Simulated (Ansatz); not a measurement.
C3H11NSi2, SMILES C=CN([SiH3])C[SiH3].

The structure is a stationary point at B3LYP-D3(BJ)/def2-SVP. This is a generated structure with no PubChem entry under its InChIKey; it may be hypothetical. The values are those of a single conformer.

Two levels are set side by side: PBE/def2-SVPD (Ansatz, a program for electronic structure) and CAM-B3LYP/def2-SVPD (Ansatz). Energy differences of separate SCF runs at the same geometry; the states with an electron removed or added have multiplicity 2 and 2. Differences are taken from unrounded values.

| quantity | CAM-B3LYP |
|---|---|
| vertical ionisation energy (eV) | 7.71 |
| vertical singlet–triplet gap (eV) | 3.85 |

### Question
What does PBE give, and how far is it from CAM-B3LYP? (An estimate is asked for; the answer gives what the named calculation found.)

### Answer

| quantity | PBE | PBE minus CAM-B3LYP |
|---|---|---|
| vertical ionisation energy (eV) | 7.54 | -0.17 |
| vertical singlet–triplet gap (eV) | 3.77 | -0.07 |
